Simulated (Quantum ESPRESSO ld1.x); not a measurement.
Problem. The cerium ion Ce+, configuration [Xe] 4f1 5d2. Method: Dirac Kohn-Sham, PBE, spin-unpolarised, spherical densities, point nucleus; open shells are shared between the two j in proportion to 2j + 1; computed with ld1.x of Quantum ESPRESSO 7.5. Some entries of the table are withheld. Estimate them.

| orbital | occ. | eigenvalue (Ry) | <r> (bohr) | r(max) (bohr) |
|---|---|---|---|---|
| 1s1/2 | 2 | -2957.58 | 0.02457 | 0.01574 |
| 2s1/2 | 2 | (1) | 0.1047 | 0.08921 |
| 2p1/2 | 2 | -447.120 | (2) | 0.06798 |
| 2p3/2 | 4 | -414.295 | (3) | 0.07324 |
| 3s1/2 | 2 | -102.199 | (4) | 0.2548 |
| 3p1/2 | 2 | -90.9996 | 0.2681 | 0.2416 |
| 3p3/2 | 4 | -84.5490 | 0.2802 | 0.2530 |
| 3d3/2 | 4 | (5) | 0.2513 | 0.2034 |
| 3d5/2 | 6 | (6) | 0.2552 | 0.2066 |
| 4s1/2 | 2 | -20.9047 | 0.6372 | 0.5934 |
| 4p1/2 | 2 | -16.7454 | (7) | 0.6028 |
| 4p3/2 | 4 | -15.3600 | (8) | 0.6271 |
| 4d3/2 | 4 | -8.53397 | 0.7386 | 0.6480 |
| 4d5/2 | 6 | -8.29118 | 0.7483 | 0.6559 |
| 5s1/2 | 2 | -3.26300 | 1.524 | 1.374 |
| 5p1/2 | 2 | -2.13778 | 1.714 | 1.504 |
| 5p3/2 | 4 | -1.93927 | 1.797 | 1.572 |
| 4f5/2 | 0.428571 | (9) | 1.107 | 0.7058 |
| 4f7/2 | 0.571429 | (10) | 1.120 | 0.7105 |
| 5d3/2 | 0.8 | -0.53884 | 2.814 | 2.158 |
| 5d5/2 | 1.2 | -0.52365 | 2.870 | 2.196 |

Solution. 
(1) 2s1/2 eigenvalue (Ry): -473.581
(2) 2p1/2 <r> (bohr): 0.08795
(3) 2p3/2 <r> (bohr): 0.09415
(4) 3s1/2 <r> (bohr): 0.2783
(5) 3d3/2 eigenvalue (Ry): -64.9787
(6) 3d5/2 eigenvalue (Ry): -63.5937
(7) 4p1/2 <r> (bohr): 0.6561
(8) 4p3/2 <r> (bohr): 0.6832
(9) 4f5/2 eigenvalue (Ry): -0.69123
(10) 4f7/2 eigenvalue (Ry): -0.66700
